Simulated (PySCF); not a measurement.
`N#C/C=C\[C@H](F)[SiH3]`: 4 charge schemes on one density

Compound: C4H6FNSi.
Geometry (GFN2-xTB, Å), atoms numbered from 1 in this order:
```
atom  x, y, z in Å
N1     2.042   -1.961    0.980
C2     1.900   -0.874    0.639
C3     1.727    0.457    0.223
C4     0.674    0.848   -0.503
C5    -0.438   -0.032   -0.899
F6    -1.110    0.510   -1.985
Si7   -1.740   -0.220    0.534
H8     2.501    1.150    0.523
H9     0.577    1.882   -0.804
H10   -0.084   -1.017   -1.218
H11   -2.805   -1.065    0.004
H12   -2.223    1.128    0.827
H13   -1.025   -0.806    1.662
```

Density: PBE0/pcSseg-1 (PySCF); schemes: Mulliken, IAO, Hirshfeld and ESP-fitted. The structure is a single GFN2-xTB conformer in the gas phase; no vibrational or solvent corrections.

Atoms with like bonding are taken together and averaged. At which atom do the 4 schemes differ most?

At C3: from -0.560 (ESP-fitted) to -0.040 e (Hirshfeld), 0.520 e apart.

For which atoms does the sign change between the 4 schemes (beyond +0.03 e in one, beyond −0.03 e in another)?

C4. Atomic charges aren't observables, and each scheme defines them in its own way.

What partial charge does each atom carry?

In e; atoms taken as equivalent share a row and are averaged (×n: the atom named and its like, n in all):

```json
{"atom": "N1", "environment": "nitrile nitrogen", "Mulliken": "-0.240", "IAO": "-0.239", "Hirshfeld": "-0.214", "ESP-fitted": "-0.505"}
{"atom": "C2", "environment": "nitrile carbon", "Mulliken": "+0.069", "IAO": "+0.130", "Hirshfeld": "+0.079", "ESP-fitted": "+0.559"}
{"atom": "C3", "environment": "alkene CH carbon", "Mulliken": "-0.100", "IAO": "-0.226", "Hirshfeld": "-0.040", "ESP-fitted": "-0.560"}
{"atom": "C4", "environment": "alkene CH carbon", "Mulliken": "-0.152", "IAO": "-0.098", "Hirshfeld": "-0.010", "ESP-fitted": "+0.035"}
{"atom": "C5", "environment": "sp3 C–F carbon", "Mulliken": "-0.022", "IAO": "-0.083", "Hirshfeld": "-0.016", "ESP-fitted": "-0.001"}
{"atom": "F6", "environment": "alkyl fluorine", "Mulliken": "-0.333", "IAO": "-0.321", "Hirshfeld": "-0.115", "ESP-fitted": "-0.226"}
{"atom": "Si7", "environment": "SiH3 silicon", "Mulliken": "+0.515", "IAO": "+0.609", "Hirshfeld": "+0.323", "ESP-fitted": "+0.332"}
{"atom": "H8", "environment": "vinylic hydrogen", "Mulliken": "+0.152", "IAO": "+0.189", "Hirshfeld": "+0.071", "ESP-fitted": "+0.252"}
{"atom": "H9", "environment": "vinylic hydrogen", "Mulliken": "+0.138", "IAO": "+0.180", "Hirshfeld": "+0.067", "ESP-fitted": "+0.156"}
{"atom": "H10", "environment": "methine hydrogen", "Mulliken": "+0.165", "IAO": "+0.168", "Hirshfeld": "+0.051", "ESP-fitted": "+0.145"}
{"atom": "H11/H12/H13", "environment": "Si–H hydrogen", "Mulliken": "-0.063", "IAO": "-0.103", "Hirshfeld": "-0.065", "ESP-fitted": "-0.062"}
```

Mean size of the charges over all atoms: ESP-fitted 0.227 e, IAO 0.196 e, Mulliken 0.160 e, Hirshfeld 0.091 e. Each set sums to the total charge, 0, to within 0.001 e. The ESP scheme is a least-squares fit of atom-centred charges to the potential on four shells outside the van der Waals surface, with the total charge fixed. The IAO scheme counts the electrons in orthogonalised intrinsic atomic orbitals, a minimal basis polarised so that it spans the occupied orbitals exactly.

How closely do the schemes follow one another over all atoms?

Correlation coefficient and root-mean-square difference: Mulliken with IAO 0.98, 0.058 e; IAO with Hirshfeld 0.94, 0.130 e; Mulliken with Hirshfeld 0.93, 0.102 e; IAO with ESP-fitted 0.76, 0.193 e; Hirshfeld with ESP-fitted 0.74, 0.224 e; Mulliken with ESP-fitted 0.69, 0.217 e.

How many electrons does the Hirshfeld scheme count on C2?

Z − q = 6 − (+0.079) = 5.921.
